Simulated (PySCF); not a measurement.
PySCF 2.14 output of a UHF calculation on a single atom or ion in Sapporo-DZP-2012 (4s3p1d, 18 functions), with the spin-free X2C one-electron Hamiltonian (Gaussian nucleus):

```
SCF conv_tol = 1e-09
number electrons alpha = 5  beta = 2
cycle= 1 E= -97.6504779537256  delta_E= -1.04e-10  |g|= 4.03e-06  |ddm|= 1.18e-05
converged SCF energy = -97.6504779537256  <S^2> = 3.7539988  2S+1 = 4.0019989
```

The run itself started from symmetry-adapted Hartree-Fock orbitals and held the occupation by maximum overlap, so the iterations belong to that start.

Question: Which element, charge and spin multiplicity is this?

Answer: F²⁺ (fluorine, charge +2), multiplicity 4; the state was [He] 2s2 2p3, high-spin 4S determinant.
